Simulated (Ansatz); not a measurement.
Frontier orbitals of AlBFH4NO (`OB(F)[NH][AlH2]`).

Total charge 0; spin multiplicity 1. The geometry is a stationary point of PBE0-D4/def2-TZVP. It is one conformer, not always the lowest. Basis def2-TZVPP, Ansatz 0.2.0.

Orbital energies of one run (eV). Highest occupied ones, from the top: -6.78, -7.15, -8.25, -8.37, -8.52, -9.77, -10.53, -10.67, -11.74, -12.95, -13.77, -20.71, -25.47, -29.65. Empty: -1.75, -0.45, 0.43, 0.57, 1.16, 1.54.

(1) Which functional gave them?
A. PBE0
B. r2SCAN0
C. BLYP
D. r2SCANh

Answers

(1) C. HOMO energies: BLYP -6.78, r2SCAN0 -8.53, PBE0 -8.31, r2SCANh -7.74 eV.
